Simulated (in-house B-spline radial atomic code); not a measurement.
Checks on a self-consistent run for the hafnium ion Hf²¹⁺, [He] 2s2 (2p1/2)2 (2p3/2)3 3s2 3p6 3d10 4s2 4p6 4d10 4f6. Level of theory: Dirac-Hartree-Fock, average of the jj configuration, Fermi nucleus of rms radius 5.347 fm; calculated with a B-spline radial code for spherical atoms.

```
orbital       q       ε (Eh)    <1/r>         <r²>  small-component weight
  1s1/2       2  -2449.21840  83.8026  0.000494453                0.073386
  2s1/2       2   -446.07622  20.4084   0.00751577                0.016688
  2p1/2       2   -428.02630  20.3455   0.00538441                0.016718
  2p3/2       3   -383.74926  17.2471    0.0066476                0.015116
  3s1/2       2   -121.59289  7.55989    0.0484548                0.005562
  3p1/2       2   -113.19419  7.47132    0.0444695                0.005498
  3p3/2       4   -103.25236  6.72696    0.0508081               0.0051403
  3d3/2       4    -89.25089  6.58266    0.0392137                0.004959
  3d5/2       6    -86.96469  6.38476    0.0410479               0.0048254
  4s1/2       2    -41.91662  3.25176        0.228               0.0019105
  4p1/2       2    -38.28345  3.16108     0.231789               0.0018397
  4p3/2       4    -35.77112  2.91833     0.258591               0.0017175
  4d3/2       4    -29.67057  2.74805     0.265517               0.0015564
  4d5/2       6    -29.14786  2.68378     0.275006               0.0015145
  4f5/2  2.5714    -21.69997  2.43182     0.274657               0.0012665
  4f7/2  3.4286    -21.59183  2.40982     0.278821               0.0012515
```

Electron-electron repulsion V_ee = 4275.8818 hartree.

(1) What total energy follows from the eigenvalues?

(2) Does the Dirac virial theorem hold?

(3) What diamagnetic shielding (Lamb formula) and susceptibility (Langevin formula) do the radii give?

Answers

(1) The eigenvalues count the repulsion twice, so E = Σqε - V_ee = -10286.148 - 4275.882 = -14562.030 hartree; the run printed -14562.030.

(2) For a point nucleus E = -2c²Σq·w, with w the small-component weight. Here Σq·w = 0.38763 and c = 137.0360, so the ratio E/(-2c²Σq·w) is 1.000240; the finite nucleus accounts for the departure from 1.

(3) σ = (α²/3)Σq<1/r> = 488.573/(3·137.036²) = 8672.4 ppm, and χ = -0.79199×10⁻⁶·Σq<r²> = -5.676×10⁻⁶ cm³/mol with Σq<r²> = 7.1672 bohr². Both are non-relativistic formulas without the paramagnetism of open shells; for so heavy an element the full relativistic shielding is larger by tens of per cent.
